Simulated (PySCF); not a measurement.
A run for PySCF: D3(BJ) and D4 dispersion corrections on CH3FSn (SMILES [CH3][Sn][F]), a point of a torsion scan.

```python
from pyscf import gto
from pyscf.dispersion import dftd3, dftd4

mol = gto.M(
    atom='''
    C    -0.67964623    0.01889979   -0.00309739
    Sn    1.32542878    1.08352262   -0.05359756
    F     2.06837808    0.10270127    1.60238450
    H    -0.84564301   -0.39458286    0.99428071
    H    -1.52652146    0.66686293   -0.24626509
    H    -0.69904370   -0.81698345   -0.70946142
    ''',
    basis='def2-svp',
    charge=0, spin=0, verbose=0, max_memory=1800)
d3, d4 = {}, {}
for xc in ['hf', 'pbe', 'blyp', 'revpbe', 'tpss', 'r2scan', 'b3lyp', 'pbe0', 'bhlyp', 'camb3lyp', 'b2plyp']:
    d3[xc] = float(dftd3.DFTD3Dispersion(mol, xc=xc, version='d3bj', atm=False).get_dispersion()['energy'])
    print(f'D3(BJ) {xc:10s} {d3[xc]:14.8f} Eh')
for xc in ['hf', 'pbe', 'blyp', 'revpbe', 'tpss', 'r2scan', 'b3lyp', 'pbe0', 'bhlyp', 'camb3lyp', 'b2plyp']:
    d4[xc] = float(dftd4.DFTD4Dispersion(mol, xc={'camb3lyp': 'cam-b3lyp'}.get(xc, xc), atm=True).get_dispersion()['energy'])
    print(f'D4     {xc:10s} {d4[xc]:14.8f} Eh')
```

Output:

```
D3(BJ) hf            -0.02984120 Eh
D3(BJ) pbe           -0.00347377 Eh
D3(BJ) blyp          -0.00796198 Eh
D3(BJ) revpbe        -0.00862964 Eh
D3(BJ) tpss          -0.00450280 Eh
D3(BJ) r2scan        -0.00090750 Eh
D3(BJ) b3lyp         -0.00659665 Eh
D3(BJ) pbe0          -0.00310488 Eh
D3(BJ) bhlyp         -0.00558485 Eh
D3(BJ) camb3lyp      -0.00300412 Eh
D3(BJ) b2plyp        -0.00328185 Eh
D4     hf            -0.01253816 Eh
D4     pbe           -0.00352885 Eh
D4     blyp          -0.00781410 Eh
D4     revpbe        -0.01028267 Eh
D4     tpss          -0.00475379 Eh
D4     r2scan        -0.00077450 Eh
D4     b3lyp         -0.00580214 Eh
D4     pbe0          -0.00295687 Eh
D4     bhlyp         -0.00479645 Eh
D4     camb3lyp      -0.00302527 Eh
D4     b2plyp        -0.00242677 Eh
```

The run finished.

Cost: about 0.020 core-seconds (a rough figure).
